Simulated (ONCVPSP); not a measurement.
**u(r) = r·R(r): atom against pseudo-atom (S (Z = 16))**

Columns: radius, all-electron u(r) and pseudo u(r) of the 3p shell (level -6.99 eV) of sulfur in the configuration [Ne] 3s2 3p4; PBEsol, non-relativistic, ONCV scheme, ONCVPSP 4.0.1.

```json
{"r (bohr)": "0.075", "all-electron": "-0.1094", "pseudo": "0.0056"}
{"r (bohr)": "0.150", "all-electron": "-0.2497", "pseudo": "0.0215"}
{"r (bohr)": "0.225", "all-electron": "-0.3225", "pseudo": "0.0464"}
{"r (bohr)": "0.300", "all-electron": "-0.3234", "pseudo": "0.0788"}
{"r (bohr)": "0.375", "all-electron": "-0.2709", "pseudo": "0.1171"}
{"r (bohr)": "0.450", "all-electron": "-0.1848", "pseudo": "0.1599"}
{"r (bohr)": "0.525", "all-electron": "-0.0811", "pseudo": "0.2052"}
{"r (bohr)": "0.600", "all-electron": "0.0288", "pseudo": "0.2522"}
{"r (bohr)": "0.675", "all-electron": "0.1372", "pseudo": "0.3007"}
{"r (bohr)": "0.750", "all-electron": "0.2394", "pseudo": "0.3512"}
{"r (bohr)": "0.825", "all-electron": "0.3326", "pseudo": "0.4029"}
{"r (bohr)": "0.900", "all-electron": "0.4156", "pseudo": "0.4545"}
{"r (bohr)": "0.975", "all-electron": "0.4878", "pseudo": "0.5047"}
{"r (bohr)": "1.050", "all-electron": "0.5494", "pseudo": "0.5536"}
{"r (bohr)": "1.125", "all-electron": "0.6005", "pseudo": "0.6008"}
{"r (bohr)": "1.200", "all-electron": "0.6418", "pseudo": "0.6419"}
{"r (bohr)": "1.275", "all-electron": "0.6740", "pseudo": "0.6741"}
{"r (bohr)": "1.350", "all-electron": "0.6980", "pseudo": "0.6980"}
{"r (bohr)": "1.425", "all-electron": "0.7145", "pseudo": "0.7146"}
{"r (bohr)": "1.500", "all-electron": "0.7247", "pseudo": "0.7248"}
{"r (bohr)": "1.575", "all-electron": "0.7292", "pseudo": "0.7292"}
{"r (bohr)": "1.650", "all-electron": "0.7288", "pseudo": "0.7289"}
{"r (bohr)": "1.725", "all-electron": "0.7244", "pseudo": "0.7244"}
{"r (bohr)": "1.800", "all-electron": "0.7164", "pseudo": "0.7164"}
{"r (bohr)": "1.875", "all-electron": "0.7055", "pseudo": "0.7055"}
{"r (bohr)": "1.950", "all-electron": "0.6923", "pseudo": "0.6923"}
```

(1) How many radial nodes do the two functions have?

(2) At about which radius was the pseudo-wave matched?

(3) Where does each function peak?

(4) Is the pseudo-wave norm-conserving?

Answers

(1) The all-electron 3p function has n − l − 1 = 1; the pseudo-wave has 0, since the states of the same l below it are removed with the core.

(2) 1.15 bohr, where the columns begin to agree (steps of 0.07 bohr).

(3) Outermost all-electron maximum near 1.57 bohr, pseudo maximum near 1.57 bohr (to the table’s step).

(4) Yes: the ONCV scheme keeps the norm inside the radius equal to the all-electron one, which fixes the energy derivative of the logarithmic derivative at the level.
